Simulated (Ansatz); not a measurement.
Input for Ansatz (a quantum-chemistry and plane-wave program): R-wB97M-V/def2-TZVPPD on C5H12 (a complex), monomers drawn apart or pushed together. Files ending in .json are basis or fitting sets from the Basis Set Exchange.

Ansatz 0.2 input:
```yaml
crystal:
  periodic: [false, false, false]
  atoms:
    - {symbol: C, position_ang: [0.47675239, -0.54246415, 0.48546450]}
    - {symbol: C, position_ang: [-0.53375043, 0.59854196, 0.54134435]}
    - {symbol: H, position_ang: [0.24210335, -1.24153954, -0.31987256]}
    - {symbol: H, position_ang: [0.48220180, -1.10433309, 1.42064366]}
    - {symbol: H, position_ang: [1.48864873, -0.16966956, 0.31235337]}
    - {symbol: H, position_ang: [-0.55737082, 1.15637557, -0.39714148]}
    - {symbol: H, position_ang: [-0.29154465, 1.30228638, 1.33928342]}
    - {symbol: H, position_ang: [-1.54106553, 0.22406547, 0.73196965]}
    - {symbol: C, position_ang: [-1.28379385, -0.40018016, 6.47213315]}
    - {symbol: C, position_ang: [0.03554385, -0.49647310, 6.57111586]}
    - {symbol: C, position_ang: [0.99641812, 0.63795719, 6.41260378]}
    - {symbol: H, position_ang: [-1.76834680, 0.54679349, 6.26229889]}
    - {symbol: H, position_ang: [-1.92702512, -1.26209553, 6.59407720]}
    - {symbol: H, position_ang: [0.47567990, -1.46843056, 6.77921933]}
    - {symbol: H, position_ang: [1.68390325, 0.45420667, 5.58188607]}
    - {symbol: H, position_ang: [0.47642733, 1.57804074, 6.22444728]}
    - {symbol: H, position_ang: [1.61145940, 0.75941531, 7.30874277]}
basis:
  gaussian:
    orbitals: def2-TZVPPD.json
hamiltonian:
  xc: {name: wB97M-V}
scf: {lower_state_search: off}
```

Question: What total energy does the run end on?

Answer: -197.6731 hartree.

Question: How many basis functions does it have, and what does it roughly cost on one machine?

Answer: 389 functions; around 10 core-seconds (rough).
